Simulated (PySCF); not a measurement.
How methods differ on the ionisation energy of F⁺

F⁺ [He] 2s2 2p4 (3P) → F²⁺ [He] 2s2 2p3 (4S), as a difference of total energies. Computed with PySCF 2.14 in def2-TZVP (5s3p2d1f, 31 functions), with no relativity, point nucleus. Correlated levels: valence: 1s2 frozen. The calculations carry no spin-orbit coupling.

**Question.** Order these methods by the ionisation energy they give, lowest first.
A. M06-L
B. PBE
C. CCSD (valence)
D. CCSD(T) (valence)

**Answer.** C (34.638 eV), D (34.659 eV), A (35.207 eV), B (35.421 eV).

Errors of the correlated levels include the incompleteness of this basis and the frozen core.

For comparison: 34.950 eV (measured; NIST levels, between the centres of gravity of the two terms).
